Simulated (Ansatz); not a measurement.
Molecule: C₂HClF₃, charge -1, multiplicity 1. It need not be the lowest isomer of its formula. Whether it binds its extra electron was not tested at this geometry. 
Structure (B3LYP-D3(BJ)/def2-TZVP (Ansatz, an electronic-structure program) minimum search):
SMILES: FC(F)(F)[CH-]Cl
```xyz
7

C     -0.7640    -0.6435    -0.3454
C      0.6314    -0.3060    -0.1576
F      1.1364     0.9447    -0.6270
F      1.4305    -1.2061    -0.8255
F      1.0613    -0.3010     1.1436
Cl    -1.8157     0.6679     0.4240
H     -0.9900    -0.5960    -1.4104
```
Charge -1, spin multiplicity 1.

Total electronic energies in hartree. Correlated levels leave the core frozen unless marked. No spin-orbit coupling. Non-relativistic. CBS marks a two-point X^-3 extrapolation of the correlation energy; Hartree-Fock from the larger set. [CCSD(T)-MP2]/basis is that difference in the basis named.

| level | program | energy (Eh) |
|---|---|---|
| SVWN5/def2-TZVPD | Ansatz | -832.68746 |
| PBE-D3(BJ)/def2-TZVPD | Ansatz + dftd3 | -836.18157 |
| PBE0/def2-TZVPD | Ansatz | -836.20823 |
| BHLYP-D4/def2-TZVPD | Ansatz + dftd4 | -836.57676 |
| MP2/cc-pV(D+d)Z | Ansatz | -835.09227 |
| RI-MP2/cc-pV(T+d)Z | Ansatz | -835.54354 |
| SCS-MP2/STO-3G | Ansatz | -824.06808 |
| SCS-MP2/6-31G | Ansatz | -834.51372 |
| RI-MP2/CBS(aug-cc-pV(T+d)Z,aug-cc-pV(Q+d)Z)+[CCSD(T)-MP2]/aug-cc-pV(T+d)Z | Ansatz | -835.8561 |

Totals of different functionals don't rank their quality; only differences between species are comparable.
